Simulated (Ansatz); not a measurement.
C₃H₁₀Ga₂, SMILES `[CH3][GaH][CH2][GaH][CH3]`, 15 atoms. Charge 0, multiplicity 1. Correlated methods include outer-core shells of Ga, which these sets cover unevenly. Scalar relativity is left out up to krypton. All runs use 4 threads of an Intel Xeon Platinum 8488C on a shared host. Correlated methods freeze the cores.

(1) How many basis functions does each run have, and how long does it take in Ansatz? RKS B2PLYP (frozen core)/def2-TZVPP energy; RKS r2SCANh-D4/def2-TZVPP energy; RKS PBE0-D4/def2-SVP energy; RKS B3LYP-D4/def2-TZVPP energy and forces; RKS PBE0-D4/def2-TZVP relaxation (29 steps); RHF-MP2/def2-QZVPP energy; RKS ωB97M-V/def2-QZVPP energy; RKS PBE0-D4/def2-QZVPP energy; direct RPA on PBE orbitals/def2-TZVPP energy; RHF-CCSD(T)/def2-SVP energy; RKS ωB97M-V/def2-SVP energy; RKS PBE0-D4/def2-TZVPP energy. (An estimate is asked.)

Results:

(1) The calculation gave: Other jobs shared the machine, so times are rough.

```csv
level,job,functions,wall time,peak host memory (GiB)
RKS PBE0-D4/def2-SVP,energy,156,3 s,0.67
RKS PBE0-D4/def2-TZVPP,energy,329,6.5 s,1.4
RKS ωB97M-V/def2-SVP,energy,156,8 s,0.7
RKS r2SCANh-D4/def2-TZVPP,energy,329,8 s,1.4
RKS B2PLYP (frozen core)/def2-TZVPP,energy,329,9 s,1.2
RKS B3LYP-D4/def2-TZVPP,energy and forces,329,10 s,1.4
direct RPA on PBE orbitals/def2-TZVPP,energy,329,13 s,1.1
RHF-CCSD(T)/def2-SVP,energy,156,25 s,1.5
RKS PBE0-D4/def2-QZVPP,energy,649,27 s,3.4
RHF-MP2/def2-QZVPP,energy,649,45 s,6.2
RKS ωB97M-V/def2-QZVPP,energy,649,48 s,4.1
RKS PBE0-D4/def2-TZVP,relaxation (29 steps),249,3 min,1
```

B3LYP here is the variant with VWN-RPA as its local correlation; programs differ in this.
